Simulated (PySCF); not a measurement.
Can point charges reproduce the dipole moment of `CC(=O)[C@@H]([SiH3])C[SiH2]CF`?

Coordinates (GFN2-xTB, Å) and charges (e) from the PBE0/pcSseg-1 density (PySCF):

```tsv
atom	x	y	z	Mulliken	IAO	Hirshfeld	ESP-fitted
C1	-2.741	1.314	-0.032	-0.2191	-0.4692	-0.1179	-0.6828
C2	-1.281	0.953	0.007	+0.2089	+0.3912	+0.1787	+0.7320
O3	-0.445	1.688	-0.493	-0.4269	-0.4079	-0.1644	-0.4912
C4	-0.900	-0.339	0.599	-0.5605	-0.4023	-0.1105	-0.2807
Si5	-1.290	-1.695	-0.722	+0.5168	+0.6113	+0.3350	+0.3339
C6	0.577	-0.350	0.965	-0.4721	-0.5409	-0.1626	-0.2623
Si7	1.642	0.700	-0.228	+0.6670	+0.7725	+0.2902	+0.4192
C8	3.366	-0.143	0.024	-0.1597	-0.2600	-0.0892	-0.2205
F9	3.297	-1.476	-0.359	-0.3639	-0.3432	-0.1418	-0.2234
H10	-2.859	2.383	0.129	+0.1526	+0.1772	+0.0601	+0.1964
H11	-3.127	1.086	-1.025	+0.1586	+0.1761	+0.0621	+0.1979
H12	-3.316	0.759	0.703	+0.1278	+0.1530	+0.0516	+0.1692
H13	-1.536	-0.559	1.462	+0.1653	+0.1554	+0.0489	+0.1092
H14	-2.740	-1.685	-0.954	-0.0794	-0.1183	-0.0760	-0.1008
H15	-0.894	-2.968	-0.124	-0.0560	-0.1011	-0.0630	-0.0607
H16	-0.577	-1.414	-1.960	-0.0348	-0.0956	-0.0597	-0.0530
H17	0.954	-1.372	0.999	+0.1542	+0.1521	+0.0370	+0.1077
H18	0.692	0.053	1.975	+0.1538	+0.1500	+0.0404	+0.0898
H19	1.905	2.072	0.209	-0.0874	-0.1352	-0.0912	-0.1103
H20	1.401	0.457	-1.650	-0.0647	-0.1301	-0.0886	-0.0854
H21	3.710	-0.150	1.061	+0.1057	+0.1298	+0.0294	+0.1014
H22	4.149	0.306	-0.588	+0.1138	+0.1352	+0.0316	+0.1144
```

What dipole does each set of charges give (1 e·Å = 4.803 D), and what does the density give?

The full density gives (-4.02, 0.15, 1.61) D, 4.33 D in size; dipole vectors point from the negative to the positive end.

```tsv
scheme	μx	μy	μz	size (D)	share of the full size (%)	angle to the full dipole (°)
Mulliken	-4.88	0.92	-0.19	4.96	115	25
IAO	-4.76	0.97	0.66	4.91	113	17
Hirshfeld	-4.12	0.19	0.53	4.16	96	15
ESP-fitted	-3.98	0.15	1.62	4.30	99	0
```

Which set comes closest?

Length of the difference vector: ESP-fitted 0.04 D, Hirshfeld 1.09 D, IAO 1.46 D, Mulliken 2.14 D. Closest: ESP-fitted. 

What is left for the Hirshfeld atoms' own dipoles?

The Hirshfeld atoms' densities add up to the full density, so μ = Σ q r + Σ (atomic dipoles). The atomic dipoles sum to (-4.02, 0.15, 1.61) − (-4.12, 0.19, 0.53) = (0.10, -0.04, 1.08) D, 1.09 D in size.

With the origin at the mean of the coordinates, (0.000, -0.017, 0.000) Å, which are the largest single terms, by size, of the ESP-fitted dipole along the direction of the full one?

C1 -8.45, C2 +4.30, F9 +3.48, C8 +3.30, Si7 -3.19 D; all 22 atoms together +4.30 D. The single terms depend on the origin, their sum doesn't.

Give the size of the full dipole in other units.

4.33 D = 1.704 au = 0.901 e·Å = 14.44 × 10⁻³⁰ C·m.

The structure is a single GFN2-xTB conformer in the gas phase; no vibrational or solvent corrections. GFN2-xTB frequencies show an imaginary mode (33i cm⁻¹), so this geometry is no minimum at that level.

Shape of the structure used: `[CH3:1][C:2](=[O:3])[C@@H:4]([SiH3:5])[CH2:6][SiH2:7][CH2:8][F:9]`: C1–C2–C4–Si5 78°, C2–C4–C6–Si7 -33°, C4–C6–Si7–C8 -156°, C6–Si7–C8–F9 62°.
